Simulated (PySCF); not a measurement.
Cl₂FH₃OSi₂, SMILES F[Si](Cl)(Cl)O[SiH3].

Geometry: PBE-D3(BJ)/def2-SVP. The structure was generated by enumeration, and PubChem lists no compound with its InChIKey, so it may never have been made. The values are those of a single conformer.

Calculation: PBE-D3(BJ)/def2-SVP run with PySCF.

Frequencies are harmonic and unscaled.

Question: List the normal modes with their intensities. (The exact figures need the calculation; the answer reports its results.)

Answer: 
| mode | ν (cm⁻¹) | IR (km/mol) | moving atoms (share of kinetic energy) |
|---|---|---|---|
| 1 | 23 | 0.5 | Si 27 %, O 24 %, Cl 20 %, H 17 %, F 11 % |
| 2 | 53 | 0.1 | H 88 % |
| 3 | 65 | 1.0 | Si 37 %, Cl 36 %, H 15 %, O 9 % |
| 4 | 160 | 0.4 | Cl 69 %, F 12 %, O 12 % |
| 5 | 191 | 2.2 | F 38 %, Cl 26 %, O 21 %, Si 13 % |
| 6 | 252 | 17.4 | F 41 %, Cl 25 %, Si 22 %, O 11 % |
| 7 | 291 | 12.4 | O 33 %, F 25 %, Si 20 %, Cl 19 % |
| 8 | 298 | 19.2 | Cl 38 %, F 24 %, O 24 %, Si 12 % |
| 9 | 459 | 22.8 | Cl 52 %, Si 21 %, F 13 %, O 12 % |
| 10 | 629 | 199.1 | Si 68 %, Cl 27 % |
| 11 | 668 | 34.3 | Si 63 %, H 21 %, O 10 % |
| 12 | 695 | 55.2 | H 83 %, Si 9 % |
| 13 | 712 | 96.0 | H 68 %, O 17 %, Si 15 % |
| 14 | 908 | 54.0 | F 42 %, Si 35 %, H 20 % |
| 15 | 913 | 73.3 | H 95 % |
| 16 | 915 | 125.2 | H 78 %, Si 12 %, F 10 % |
| 17 | 942 | 447.2 | H 80 %, Si 15 % |
| 18 | 1082 | 404.4 | O 69 %, Si 22 %, H 9 % |
| 19 | 2181 | 53.9 | H 98 % |
| 20 | 2190 | 110.9 | H 96 % |
| 21 | 2210 | 101.9 | H 96 % |
